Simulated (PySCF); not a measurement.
PySCF job for Al2H4, SMILES [AlH2][AlH2], B3LYP/pcSseg-2. Coordinates come from a TPSSh-D3(BJ)/def2-TZVP optimisation.

```python
import numpy as np
from pyscf import gto, scf, dft
from pyscf.prop.nmr import rks as nmr

mol = gto.M(
    atom='''
    Al   -0.00000000    0.00000000   -1.29760760
    Al    0.00000000   -0.00000000    1.29760760
    H     0.95469574    0.95469574   -2.14167675
    H    -0.95469575   -0.95469575   -2.14167675
    H     0.95469575   -0.95469574    2.14167675
    H    -0.95469574    0.95469575    2.14167675
    ''',
    basis='pcSseg-2',
    charge=0,
    spin=0,
    max_memory=1600,
    verbose=3,
)
mf = dft.RKS(mol, xc='b3lyp')
mf.grids.level = 3
mf.conv_tol = 1e-10
mf.max_cycle = 100
mf.kernel()
n = nmr.NMR(mf)
n.verbose = 2
n.max_cycle_cphf = 60
sigma = n.kernel()
print('atom   isotropic/ppm   span/ppm')
for i, s in enumerate(sigma):
    w = np.linalg.eigvalsh((s + s.T) / 2)
    print(f'{mol.atom_symbol(i):2s}{i + 1:3d} {w.mean():14.3f} {w[2] - w[0]:11.3f}')
```

Program output:

```
converged SCF energy = -487.28902502024
atom   isotropic/ppm   span/ppm
Al  1        200.412     444.325
Al  2        200.412     444.325
H   3         25.086       3.937
H   4         25.086       3.937
H   5         25.086       3.937
H   6         25.086       3.937
```

The calculation finished and met its thresholds.

Cost: around 40 core-seconds (rough).
